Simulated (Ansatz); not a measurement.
Problem. Name a neutral molecule of Al, F, Ge and H with HOMO energy (ωB97M-V/def2-TZVPP) between -10.10 and -9.80 eV and LUMO energy (B3LYP/def2-TZVPP) between -2.15 and -1.85 eV (Ansatz, PBE0-D4/def2-TZVP geometry).

Solution. `[F][AlH][GeH3]` (-9.87 eV, -1.94 eV). Other molecules can fit too; these were computed, each in one conformer that needn't be the lowest.

B3LYP here is the variant with VWN-RPA as its local correlation; programs differ in this.
